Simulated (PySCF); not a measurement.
**Polarisability and C₆ of Cd⁺ (cadmium, charge +1)**

[Kr] 4d10 5s1, 2S determinant. Computed with PySCF 2.14 in ANO-RCC-VTZP, with the spin-free X2C one-electron Hamiltonian (Gaussian nucleus). Coupled (time-dependent) response in atomic units; α is the mean over directions. The basis has no added diffuse functions, which lowers α and C₆.

```csv
method,mean α (bohr³),C₆ (like pair),S(−4)
M06,20.49,110.6,319.6
```

S(−4) is the Cauchy moment in α(ω) = α(0) + S(−4) ω² + …

α(iu) at M06:

```tsv
u (hartree)	α(iu) (bohr³)
0	20.49
0.0500	19.73
0.100	17.84
0.200	13.45
0.300	10.23
0.500	6.814
0.750	4.886
1.00	3.852
1.50	2.688
2.00	1.995
3.00	1.200
5.00	0.5487
```

For an ion, C₆ is the dispersion term alone; charge-induced terms of lower order in 1/R come first.
